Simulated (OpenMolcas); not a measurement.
## As: RASPT2 settings compared

* Program: OpenMolcas 26.06
* Basis: ANO-R3 [7s6p5d3f2g]
* Scalar Hamiltonian: X2C, finite nucleus
* Active space: 5 electrons in 9 orbitals (RAS2 4s 4p; RAS3 4d, at most 2 electrons)
* State averaging: 2S+1 = 4 odd, 1 root; 2S+1 = 2 odd, 8 roots; 2S+1 = 4 even, 3 roots; 2S+1 = 2 even, 5 roots (0 in the spin-orbit step)
* Spin-orbit coupling: RASSI with atomic mean-field integrals over the reference wave functions, term energies averaged over their components

Methods on the same reference wave functions:
A. RASSCF
B. SS-RASPT2, IPEA 0.5 Eh, imaginary shift 0.5 Eh (closed shells correlated: 3s 3p 3d)
C. SS-RASPT2, IPEA 0.6 Eh, real shift 0.2 Eh (closed shells correlated: 3d)
D. XMS-RASPT2, IPEA 0 Eh, no level shift (closed shells correlated: none)

Energies in cm-1 above 4s2 4p3 4S* 3/2, the measured ground level; measured values from NIST Handbook of Basic Atomic Spectroscopic Data.

```
          Level      A      B      C      D  Measured
4s2 4p3 4S* 3/2    0.0    0.0    0.0    0.0       0.0
4s2 4p3 2D* 3/2  13897  11422  11551  11244     10593
4s2 4p3 2D* 5/2  14113  11643  11772  11471     10915
4s2 4p3 2P* 1/2  22025  19347  19476  18952     18186
4s2 4p3 2P* 3/2  22281  19617  19746  19230     18648
```

Deviations, from unrounded energies. A percentage is the sum of absolute deviations over the sum of measured energies, with the sign that they share, or ± where signs differ.

```csv
Against measurement,Levels,A,B,C,D
mean absolute deviation (cm-1),4,3500,920,1100,640
other terms of the ground configuration (%),4,+24.0,+6.3,+7.2,+4.4
```

D lies closest to measurement on these levels and A furthest from it. The largest miss of D in the table is 4s2 4p3 2P* 1/2, by +770 cm-1. The ranking rests on the paired levels alone, and a cruder setting can come out closer through cancelling errors.

Among B to D the level of the table that moves most is 4s2 4p3 2P* 1/2, by 520 cm-1 (lowest in D, highest in C).

From A to B the spin-free energies of the other terms of 4s2 4p3 shown, above 4S*, scale by factors of 0.82 to 0.88.

The lowest spin-free term lies below A's lowest term by 0.879 hartree in B, 0.521 hartree in C, 0.032 hartree in D.

Some high roots are left out of the spin-orbit mixing, which shifts the levels that they would mix with. Active for correlation alone: 4d; no level in the range computed is led by a configuration that fills it, so any true level of that kind is missing. Without dynamic correlation excited terms often stand tens of per cent too high (terms of higher spin than the ground term too low), and those without a measured partner can miss by more than the paired ones (holds for A). Measured partners are found by configuration, term and J. A level has none where our copy of the source lacks it or the pairing is in doubt (some pairs that miss far off the trend of their configuration count as doubtful), and it then counts in no deviation. Only configurations of the active space appear. The table leaves out levels that lie high or whose names do not pair safely across all columns.

* marks odd parity.
